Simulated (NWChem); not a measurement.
System: SiHOF3; SMILES O[Si](F)(F)F

The following NWChem deck was run.

```
start job
memory heap 200 mb stack 900 mb global 1100 mb
geometry units angstroms noautosym nocenter noautoz
  O      0.924398    -1.342275     0.005518
  Si    -0.005538    -0.017854    -0.000034
  F      0.254775     0.903707    -1.277954
  F     -1.524906    -0.486002    -0.009860
  F      0.238445     0.902969     1.281635
  H      1.881545    -1.256501     0.011519
end
basis spherical
  * library def2-svpd
end
dft
  xc b3lyp
  iterations 150
end
property
  response 1 0.0
end
task dft property
```

The geometry was optimised at PBE0/def2-SVP. B3LYP is NWChem's, with the RPA form of VWN correlation.

Static field.

Q: Give the results of this calculation. (B3LYP/def2-SVPD.) Quantities: isotropic polarisability (bohr³); anisotropy (bohr³).

A: 
| Property | Value |
|---|---|
| isotropic polarisability (bohr³) | 27.3 |
| anisotropy (bohr³) | 2.2 |
